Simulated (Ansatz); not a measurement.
One geometry of SbAs₂, several levels of theory.

```yaml
crystal:
  periodic: [false, false, false]
  atoms:
    - {symbol: As, position_ang: [0.212692, 0.052501, -1.364508]}
    - {symbol: As, position_ang: [-1.260727, 0.407575, 0.392879]}
    - {symbol: Sb, position_ang: [1.048035, -0.460076, 0.971629]}
basis:
  gaussian: {orbitals: def2-TZVP, initial_orbitals: start.molden}
magnetization: {spin_polarized: true, initial_magnetization: 1}
hamiltonian: {xc: r2scan, dispersion: d4}
scf: {omitted_lower_state_checks: [starts]}
output: {orbitals: {seedname: orbitals}}
```

The file start.molden holds the orbitals of an earlier run on this structure, at another level or in another basis.

```sh
$ ansatz run in.yaml --threads 4 --pin off --events-out ev --progress --plain --max-ram 3916MiB
```

It prints (some lines left out):

```
Functional definition: r2SCAN
1129 factors; their error is unknown
mean field evaluation 1: about -128223.3302 eV, gradient 6.2e0 eV
mean field evaluation 2: about -128223.3866 eV, gradient 8.3e-2 eV
mean field evaluation 4: about -128223.3777 eV, gradient 8.6e-3 eV
mean field evaluation 8: about -128223.3777 eV, gradient 3.1e-5 eV
mean field -128223.37766544 eV, -4712.1222162780 hartree, gradient 1.8e-5 eV, S^2 0.838659; 0 other end points of the search recorded, 0 dependent functions left out
reference -128223.37767787 eV, -4712.1222167347 hartree; 45, 44 occupied and 101, 102 virtual orbitals, 1129 factors
Total energy: -128223.40415693 eV, -4712.1231898223 hartree
Checks for a lower state left out: starts
```

It took 7 s on 4 threads of Arm Neoverse V2 on a shared host.

As the first input, with `hamiltonian: {xc: pbe0, dispersion: d4}` (abridged; 5.5 s):

```
Functional definition: PBE0
mean field -128206.67918103 eV, -4711.5085582944 hartree, gradient 1.0e-5 eV, S^2 0.832764
Total energy: -128206.80946178 eV, -4711.5133460238 hartree
Checks for a lower state left out: starts
```

As the first input, with `hamiltonian: {xc: pbe, dispersion: d4}` (abridged; 7 s):

```
Functional definition: PBE
mean field evaluation 16: about -128203.1422 eV, gradient 9.2e-5 eV
mean field -128203.14216337 eV, -4711.3785752930 hartree, gradient 1.9e-6 eV, S^2 0.763913
Total energy: -128203.29676937 eV, -4711.3842569585 hartree
Checks for a lower state left out: starts
```

Geometry: r2SCAN-D4/def2-TZVP, that of the charge +1 singlet.

In the def2 sets Sb takes a core potential; there is no spin–orbit coupling. At r2SCAN-D4/def2-TZVP, PBE0-D4/def2-TZVP the charge 0 doublet is spin-contaminated (final ⟨S²⟩ up to 0.84, 0.75 for a pure state). At PBE-D4/def2-TZVP the gap within one spin of the charge 0 doublet nearly closes, so an electron or hole may be smeared out by delocalisation error. The structure comes from a short search, and lower isomers may exist.
